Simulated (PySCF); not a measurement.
C5H8O. Atoms are numbered in the order given.

```xyz
14

C      2.2596     0.8747     0.3797
C      1.9483    -0.4084     0.1923
C      0.5655    -0.9332    -0.0419
O     -0.3727     0.1208    -0.0515
C     -1.6786    -0.2279    -0.1282
C     -2.6546     0.6591    -0.3385
H      1.4862     1.6457     0.3705
H      3.2939     1.1858     0.5458
H      2.7294    -1.1778     0.2002
H      0.5357    -1.4852    -1.0043
H      0.3098    -1.6702     0.7479
H     -1.8891    -1.2972     0.0119
H     -2.4336     1.7194    -0.4793
H     -3.6928     0.3271    -0.3616
```
Charge 0, spin multiplicity 1.

The structure is a stationary point at B3LYP-D3(BJ)/def2-SVP. Other conformers were not sampled.

These are PBE/def2-TZVP (PySCF) values and carry that method's errors.

ESP charges are fitted to the potential on shells at 1.4 to 2.0 van der Waals radii. Atomic charges (e):

| atom | Löwdin | meta-Löwdin | Mulliken | ESP fit |
|---|---|---|---|---|
| C1 | -0.21 | -0.27 | -0.25 | ? |
| C2 | -0.21 | -0.12 | -0.14 | -0.04 |
| C3 | -0.32 | -0.01 | -0.02 | -0.03 |
| O4 | 0.27 | -0.30 | -0.19 | ? |
| C5 | -0.32 | 0.07 | 0.02 | 0.08 |
| C6 | -0.26 | -0.34 | -0.30 | -0.69 |
| H7 | 0.13 | 0.13 | 0.13 | ? |
| H8 | 0.12 | 0.13 | 0.12 | ? |
| H9 | 0.15 | 0.12 | 0.11 | 0.11 |
| H10 | 0.13 | 0.11 | 0.10 | ? |
| H11 | 0.13 | 0.11 | 0.10 | ? |
| H12 | 0.13 | 0.10 | 0.08 | ? |
| H13 | 0.13 | 0.13 | 0.11 | 0.24 |
| H14 | 0.13 | 0.13 | 0.12 | 0.24 |

Question: Fill in the missing entries. (The exact figures need the calculation; the answer reports its results.)

Answer: 
- C1, ESP fit: -0.48
- O4, ESP fit: -0.06
- H7, ESP fit: 0.18
- H8, ESP fit: 0.19
- H10, ESP fit: 0.08
- H11, ESP fit: 0.07
- H12, ESP fit: 0.10

Computed Mayer and Wiberg (Löwdin basis) orders of the bonds:
| bond | Mayer | Wiberg |
|---|---|---|
| C1–C2 | 1.98 | 2.18 |
| C2–C3 | 1.03 | 1.26 |
| C3–O4 | 0.98 | 1.42 |
| O4–C5 | 1.11 | 1.61 |
| C5–C6 | 1.89 | 2.19 |
| C1–H7 | 0.94 | 0.88 |
| C1–H8 | 0.95 | 0.89 |
| C2–H9 | 0.94 | 0.82 |
| C3–H10 | 0.93 | 0.85 |
| C3–H11 | 0.93 | 0.85 |
| C5–H12 | 0.94 | 0.84 |
| C6–H13 | 0.95 | 0.89 |
| C6–H14 | 0.94 | 0.89 |
